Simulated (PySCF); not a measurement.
**Radial density of Ne⁷⁺ (neon, charge +7)**

BLYP, [He] 2s1, 2S determinant. All numbers are calculated (PySCF 2.14, the non-relativistic Hamiltonian (point nucleus), in an even-tempered Gaussian basis (18 s from 0.56 bohr⁻², ratio 2.2; 9 p from 0.95 bohr⁻², ratio 2.4; 6 d from 2.8 bohr⁻², ratio 2.4; 5 f from 4.3 bohr⁻², ratio 2.4; 5 g from 6.4 bohr⁻², ratio 2.4)).

```json
{"r (bohr)": "0.00210", "4πr²ρ (e/bohr)": "0.03332", "4πr²(ρα − ρβ)": "0.0016"}
{"r (bohr)": "0.00354", "4πr²ρ (e/bohr)": "0.09159", "4πr²(ρα − ρβ)": "0.0044"}
{"r (bohr)": "0.00595", "4πr²ρ (e/bohr)": "0.2469", "4πr²(ρα − ρβ)": "0.0118"}
{"r (bohr)": "0.0100", "4πr²ρ (e/bohr)": "0.6438", "4πr²(ρα − ρβ)": "0.0306"}
{"r (bohr)": "0.0168", "4πr²ρ (e/bohr)": "1.588", "4πr²(ρα − ρβ)": "0.0753"}
{"r (bohr)": "0.0283", "4πr²ρ (e/bohr)": "3.571", "4πr²(ρα − ρβ)": "0.1672"}
{"r (bohr)": "0.0476", "4πr²ρ (e/bohr)": "6.868", "4πr²(ρα − ρβ)": "0.3097"}
{"r (bohr)": "0.0801", "4πr²ρ (e/bohr)": "10.18", "4πr²(ρα − ρβ)": "0.4042"}
{"r (bohr)": "0.135", "4πr²ρ (e/bohr)": "9.771", "4πr²(ρα − ρβ)": "0.2265"}
{"r (bohr)": "0.227", "4πr²ρ (e/bohr)": "4.644", "4πr²(ρα − ρβ)": "0.0053"}
{"r (bohr)": "0.381", "4πr²ρ (e/bohr)": "1.579", "4πr²(ρα − ρβ)": "0.8667"}
{"r (bohr)": "0.641", "4πr²ρ (e/bohr)": "1.630", "4πr²(ρα − ρβ)": "1.6140"}
{"r (bohr)": "1.08", "4πr²ρ (e/bohr)": "0.4234", "4πr²(ρα − ρβ)": "0.4234"}
{"r (bohr)": "1.81", "4πr²ρ (e/bohr)": "0.007730", "4πr²(ρα − ρβ)": "0.0077"}
```
